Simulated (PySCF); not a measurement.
Isomers of C5H9F3O.

All values: PBE0/pcSseg-1 (PySCF) at GFN2-xTB geometries, gas phase, one conformer each.

Question: Rank by dipole moment, highest first.
A. `[CH3:1][CH2:2][C@@H:3]([O:4][CH2:5][F:6])[CH:7]([F:8])[F:9]` with C1–C2–C3–O4 69°, C2–C3–O4–C5 -143°, C3–O4–C5–F6 70°, C2–C3–C7–F8 58°
B. `[CH3:1][CH2:2][C:3]([F:4])([F:5])[CH2:6][O:7][CH2:8][F:9]` with C1–C2–C3–F4 -60°, C2–C3–C6–O7 -46°, C3–C6–O7–C8 -85°, C6–O7–C8–F9 -70°
C. `[CH3:1][O:2][CH2:3][CH2:4][CH2:5][C:6]([F:7])([F:8])[F:9]` with C1–O2–C3–C4 -178°, O2–C3–C4–C5 60°, C3–C4–C5–C6 76°

Answer: C (2.35 D), B (2.04 D), A (1.18 D).

Question: Rank by HOMO–LUMO gap, lowest first.
A. `[CH3:1][CH2:2][C:3]([F:4])([F:5])[CH2:6][O:7][CH2:8][F:9]` with C1–C2–C3–F4 -60°, C2–C3–C6–O7 -46°, C3–C6–O7–C8 -85°, C6–O7–C8–F9 -70°
B. `[CH3:1][CH:2]([CH3:3])[O:4][CH2:5][C:6]([F:7])([F:8])[F:9]` with C1–C2–O4–C5 -127°, C2–O4–C5–C6 -74°
C. `[CH3:1][CH2:2][C@@H:3]([O:4][CH2:5][F:6])[CH:7]([F:8])[F:9]` with C1–C2–C3–O4 69°, C2–C3–O4–C5 -143°, C3–O4–C5–F6 70°, C2–C3–C7–F8 58°
D. `[CH3:1][CH2:2][O:3][CH2:4][CH2:5][C:6]([F:7])([F:8])[F:9]` with C1–C2–O3–C4 -70°, C2–O3–C4–C5 -170°, O3–C4–C5–C6 180°

Answer: D (9.08 eV), B (9.25 eV), A (9.90 eV), C (10.30 eV).

All values together:

```csv
SMILES,μ (D),HOMO (eV),LUMO (eV),lowest IAO charge (e),highest IAO charge (e),lowest Hirshfeld charge (e),highest Hirshfeld charge (e)
COCCCC(F)(F)F,2.35,-7.58,1.45,-0.399 (O),+0.806 (C),-0.138 (O),+0.262 (C)
CC(C)OCC(F)(F)F,2.05,-7.91,1.34,-0.430 (C),+0.787 (C),-0.134 (O),+0.255 (C)
CC[C@@H](OCF)C(F)F,1.18,-8.52,1.78,-0.419 (C),+0.436 (C),-0.129 (F),+0.141 (C)
CCOCCC(F)(F)F,2.39,-7.68,1.40,-0.442 (C),+0.809 (C),-0.142 (O),+0.264 (C)
CCC(F)(F)COCF,2.04,-8.51,1.38,-0.423 (C),+0.555 (C),-0.130 (O/F),+0.183 (C)
```

Conformers: `[CH3:1][O:2][CH2:3][CH2:4][CH2:5][C:6]([F:7])([F:8])[F:9]` with C1–O2–C3–C4 -178°, O2–C3–C4–C5 60°, C3–C4–C5–C6 76°; `[CH3:1][CH:2]([CH3:3])[O:4][CH2:5][C:6]([F:7])([F:8])[F:9]` with C1–C2–O4–C5 -127°, C2–O4–C5–C6 -74°; `[CH3:1][CH2:2][C@@H:3]([O:4][CH2:5][F:6])[CH:7]([F:8])[F:9]` with C1–C2–C3–O4 69°, C2–C3–O4–C5 -143°, C3–O4–C5–F6 70°, C2–C3–C7–F8 58°; `[CH3:1][CH2:2][O:3][CH2:4][CH2:5][C:6]([F:7])([F:8])[F:9]` with C1–C2–O3–C4 -70°, C2–O3–C4–C5 -170°, O3–C4–C5–C6 180°; `[CH3:1][CH2:2][C:3]([F:4])([F:5])[CH2:6][O:7][CH2:8][F:9]` with C1–C2–C3–F4 -60°, C2–C3–C6–O7 -46°, C3–C6–O7–C8 -85°, C6–O7–C8–F9 -70°.
